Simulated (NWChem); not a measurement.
Species: C$_{4}$H$_{4}$F$_{2}$; SMILES C=C(F)/C=C\F

```xyz
10

C      0.3315     2.2349     0.0000
C      0.0064     0.9373     0.0000
F     -1.2787     0.5800     0.0000
C      0.9525    -0.1649     0.0000
C      0.6811    -1.4750     0.0000
F     -0.5366    -1.9869     0.0000
H     -0.4475     2.9981     0.0000
H      1.3776     2.5395     0.0000
H      2.0099     0.1059     0.0000
H      1.4614    -2.2421     0.0000
```
Atoms are numbered in this order, from 1.

Level: PBE0/def2-SVP (NWChem), optimised geometry, unscaled harmonic frequencies. 

| frequency (cm⁻¹) | IR intensity (km/mol) |
|---|---|
| 78 | 0.2 |
| 181 | 0.6 |
| 345 | 8.3 |
| 357 | 0.5 |
| 462 | 10.2 |
| 666 | 1.9 |
| 729 | 0.4 |
| 787 | 0.9 |
| 810 | 13.7 |
| 862 | 70.6 |
| 889 | 15.8 |
| 953 | 0.1 |
| 966 | 23.8 |
| 1085 | 45.2 |
| 1291 | 81.7 |
| 1333 | 36.5 |
| 1389 | 19.3 |
| 1462 | 115.7 |
| 1712 | 2.3 |
| 1787 | 181.6 |
| 3203 | 3.0 |
| 3220 | 4.6 |
| 3242 | 1.9 |
| 3315 | 0.2 |

The zero-point energy is 44.5 kcal/mol, the thermal correction to the enthalpy at 298.15 K (with zero-point energy) is 48.7 kcal/mol and the heat capacity Cv is 20.0 cal/(mol K). The entropy at 298.15 K and 1 atm (symmetry number 1) is 76.9 cal/(mol K). The dipole moment comes out as 2.41 D.

Rigid rotor and harmonic oscillator; modes under 100 cm⁻¹ make the entropy uncertain.
